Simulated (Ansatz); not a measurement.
```yaml
crystal:
  periodic: [false, false, false]
  atoms:
    - {symbol: F, position_ang: [4.002761, -1.492496, 2.814731]}
    - {symbol: Si, position_ang: [1.199541, -2.384718, 0.068940]}
    - {symbol: F, position_ang: [-0.063288, -4.372685, 2.221031]}
    - {symbol: F, position_ang: [2.522680, -3.735972, -2.364889]}
    - {symbol: Ge, position_ang: [-1.083898, 2.069043, -1.221004]}
    - {symbol: H, position_ang: [-2.810072, 4.127781, 2.363114]}
    - {symbol: H, position_ang: [-4.333275, 1.345730, -2.591295]}
    - {symbol: H, position_ang: [0.337993, 4.171168, -2.456841]}
basis:
  gaussian: {orbitals: def2-mTZVPP, fitting: {mean_field: cc-pVTZ-jkfit}}
total_charge: 1
magnetization: {spin_polarized: true, initial_magnetization: 1}
hamiltonian: {xc: {name: HF}, pseudopotentials: {relativity: scalar}}
correlation: {method: mp2, electrons: all}
```

```sh
$ ansatz run in.yaml --threads 4 --pin off --events-out ev --progress --plain --max-ram 10444MiB
```

Output, abridged:

```
Functional definition: HF
655 factors; integrals over basis functions are off by at most 3.6e-1 eV
mean field evaluation 1: about -72931.9208 eV, gradient 7.0e1 eV
mean field evaluation 2: about -72254.0576 eV, gradient 1.9e2 eV
mean field evaluation 4: about -72944.1534 eV, gradient 3.5e1 eV
mean field evaluation 8: about -72944.1535 eV, gradient 3.5e1 eV
mean field evaluation 16: about -72969.8996 eV, gradient 9.2e-1 eV
mean field evaluation 64: about -72965.4071 eV, gradient 4.0e0 eV
mean field evaluation 96: about -72969.8974 eV, gradient 1.1e-1 eV
mean field evaluation 128: about -72969.9608 eV, gradient 8.3e-2 eV
mean field evaluation 160: about -72969.7570 eV, gradient 1.4e0 eV
mean field evaluation 192: about -72969.9444 eV, gradient 1.1e-1 eV
mean field evaluation 224: about -72969.8448 eV, gradient 2.2e-1 eV
mean field evaluation 288: about -72969.7596 eV, gradient 2.4e0 eV
mean field -72969.97868490 eV, -2681.5972558422 hartree, gradient 2.3e-9 eV, S^2 4.594705; 13 other end points of the search recorded, 0 dependent functions left out
reference -72969.97868490 eV, -2681.5972558422 hartree; 38, 37 occupied and 112, 113 virtual orbitals, 655 factors
second order -25.18443961 eV of doubles, -0.00000000 eV of singles
Total energy: -72995.16312451 eV, -2682.5227669273 hartree
Relativity: scalar
```

In this input the geometry is stretched to more than twice its size. The calculation finished and met its thresholds. The result belongs to that input, not to the molecule as meant.
